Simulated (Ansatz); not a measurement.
Consider the cleavage of the Ge–Al bond: `F[CH2][AlH][GeH3]` + `CC(O)=S` → `CC(=S)[O][GeH3]` + `F[CH2][AlH2]`.

Calculated with Ansatz (gas phase, PBE0-D4/def2-TZVP geometries, no zero-point term in ΔE). CCSD(T)/CBS adds triple-zeta CCSD(T) − MP2 to the extrapolated MP2 energy (def2 sets, frozen cores). DFT in def2-TZVPP. B3LYP here is the variant with VWN-RPA as its local correlation; programs differ in this. For Ge outer-core shells are correlated without core-valence functions, which leaves a few kJ/mol of doubt a bond. Scalar relativity is left out up to krypton. Each species was taken in one conformer, which may not be the lowest.

| level | ΔE (kJ/mol) | difference from CCSD(T)/CBS |
| --- | --- | --- |
| PBE0-D4 | 49.7 | 13.5 |
| B3LYP-D4 | 34.0 | -2.2 |
| ωB97X-V | 33.8 | -2.4 |
| ωB97M-V | 36.1 | -0.1 |
| B2PLYP | 33.8 | -2.4 |
| PBE | 54.6 | 18.4 |
| r2SCAN | 44.1 | 7.9 |
| PBE0 | 52.9 | 16.7 |
| B3LYP | 40.1 | 3.9 |
| SCS-MP2/def2-TZVPP | 23.0 | -13.2 |
| CCSD/def2-TZVPP | 34.2 | -2.0 |
| HF/def2-QZVPP | 21.6 | -14.6 |
| MP2/def2-QZVPP | 28.4 | -7.8 |
| HF/CBS(def2) | 21.3 | -14.9 |
| MP2/CBS(def2) | 30.3 | -5.9 |
| CCSD/CBS(def2) | 36.6 | 0.4 |
| CCSD(T)/CBS | 36.2 | 0 |

Largest T1 diagnostic among the species: 0.017.

The D4 term adds −6.1 kJ/mol with B3LYP and −3.2 kJ/mol with PBE0; it sums over pairs of atoms, weighted by their polarisabilities, and B3LYP, whose exchange is more repulsive, gets the larger term. In def2-TZVPP, CCSD(T) changes the Hartree–Fock value by +9.7 kJ/mol (the triples alone add −0.4 kJ/mol) and MP2 by +3.8 kJ/mol.
